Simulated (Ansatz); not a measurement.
Ideal-gas functions of CH₃BClFS (`CSB(F)Cl`) at 800 K and 1 bar, from an Ansatz frequency run at PBE0-D4/def2-TZVP.

Molar mass 112.36 g/mol, point group Cs (symmetry number 1), electronic degeneracy 1, moments of inertia 81.012, 270.598, 348.406 u Å². Harmonic wavenumbers (cm⁻¹, unscaled): 71, 109, 163, 272, 370, 513, 567, 734, 970, 989, 1002, 1306, 1361, 1467, 1471, 3080, 3176, 3179.

Use S(trans) = R[1.5 ln M + 2.5 ln T − 1.1517]; rotational temperatures θ = 24.2544 K / I; S(rot) = R[ln(√π/σ · √(T³/θAθBθC)) + 1.5]; for each mode x = 1.438777 ν̃/T, S = R[x/(eˣ − 1) − ln(1 − e⁻ˣ)] and H = RT x/(eˣ − 1); 1 cm⁻¹ = 0.0119627 kJ/mol; R = 8.31446 J/(mol·K).

By hand: the entropy, in J/(mol·K).

Translation 188.3. Rotation: θ = 0.2994, 0.0896, 0.0696 K, giving 126.7. Vibration, mode by mode: 25.43, 21.88, 18.55, 14.34, 11.85, 9.27, 8.50, 6.58, 4.67, 4.54, 4.46, 2.90, 2.68, 2.31, 2.29, 0.21, 0.19, 0.18, in all 140.8. Electronic 0.0. Sum 455.8 J/(mol·K).

By hand: H − E and G − E in kJ/mol, counted from the electronic energy.

Zero-point energy ½ × 20800 × 0.0119627 = 124.4; thermal vibration 52.4; translation, rotation and pV give 4 RT = 26.6. H − E = 203.4 kJ/mol, and G − E = 203.4 − 800 × 455.8/1000 = -161.2 kJ/mol.

Vibration gives 31 % of the entropy, 47.3 J/(mol·K) of it from the modes under 150 cm⁻¹: soft modes count most, and the harmonic formula is weakest for them. The sum counts one conformer and one mirror image; others add a mixing term.
